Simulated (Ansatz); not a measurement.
Species: sum formula BNHF₂, charge 0, multiplicity 2. It need not be the lowest isomer of its formula. SMILES: [NH]B(F)F
Structure (B3LYP-D3(BJ)/def2-TZVP (Ansatz, a quantum-chemistry and plane-wave program) minimum search):
```xyz
5

B     -0.0107    -0.0006    -0.0004
F      0.5232     1.2131     0.0314
F      0.6650    -0.9648    -0.6110
N     -1.2167    -0.2883     0.7089
H     -2.1236    -0.2137     0.2557
```
Charge 0, spin multiplicity 2.

Parts of the frozen-core correlation energy in STO-3G (Ansatz, hartree). Frozen orbitals: 4; correlated occupied orbitals by spin: 12 and 11; virtual: 5 and 6. UHF or UKS for open shells. Spin-orbit coupling is left out. No relativistic terms.

| term | value |
|---|---|
| reference (HF) | -274.86533 |
| MP2 opposite-spin | (withheld) |
| MP2 same-spin | -0.02168 |
| CCSD correlation | (withheld) |
| (T) | (withheld) |
| T1 diagnostic | 0.015 |
| largest doubles amplitude | 0.042 |
| <S^2> of the reference | 0.758 |

Task: Complete the blanks.

Result: 
- MP2 opposite-spin, value: -0.08196
- CCSD correlation, value: -0.12513
- (T), value: -0.00731
